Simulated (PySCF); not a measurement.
Compound: C5H11FN (charge +1).
Numbering: `[F:1][CH2:2][C@@H:3]1[CH2:4][CH2:5][CH2:6][NH2+:7]1` (hydrogens: H8, H9 on C2; H10 on C3; H11, H12 on C4; H13, H14 on C5; H15, H16 on C6; H17, H18 on N7)

Method used: TDDFT PBE0/def2-SVPD, vertical, gas phase, core orbitals frozen in the response (PySCF 2.14.0, density-fitted response routines). One conformer (not necessarily the lowest) at the GFN2-xTB geometry, without solvent, vibrations or thermal averaging.

Question: What does the calculation give for the low-lying excited states?

Answer: 

| state | E (eV) | λ (nm) | f | main configurations (H = HOMO, L = LUMO) |
| --- | --- | --- | --- | --- |
| S1 | 8.67 | 143.0 | 0.0008 | H→L (95%) |
| S2 | 8.89 | 139.5 | 0.0052 | H-1→L (96%) |
| S3 | 9.21 | 134.6 | 0.0036 | H-2→L (92%) |
| S4 | 9.36 | 132.5 | 0.010 | H→L+1 (84%) |
| S5 | 9.48 | 130.7 | 0.030 | H-3→L (93%) |
| S6 | 9.64 | 128.6 | 0.050 | H-1→L+1 (90%) |

Triplets, Tamm–Dancoff:

```tsv
state	E (eV)	λ (nm)	main configurations (H = HOMO, L = LUMO)
T1	8.52	145.4	H→L (89%)
T2	8.72	142.1	H-1→L (90%)
```

The lowest singlet comes at 143 nm (836 kJ/mol) in the vacuum ultraviolet; it is very weak; its leading configuration is HOMO→LUMO (95%). The strongest level in the table is S6 at 9.64 eV (129 nm, f = 0.050). It is the last of those listed, so stronger ones may follow. Löwdin shares by element: HOMO carbon 40% or more, fluorine 22% (atoms not listed hold the other 38%); LUMO hydrogen 34% or more, nitrogen 14%, carbon 10% or more (atoms not listed hold the other 42%). Orbital energies (eV): HOMO-3 -14.97, HOMO-2 -14.72, HOMO-1 -14.33, HOMO -14.13, LUMO -4.32, LUMO+1 -3.51, LUMO+2 -3.02. The listed states span 0.97 eV, and the widest gap between neighbours is 0.33 eV (S2 to S3). Weighted by f, the mean energy of these states is 9.50 eV. Only the lowest 6 singlets were computed, as vertical energies without vibronic structure.
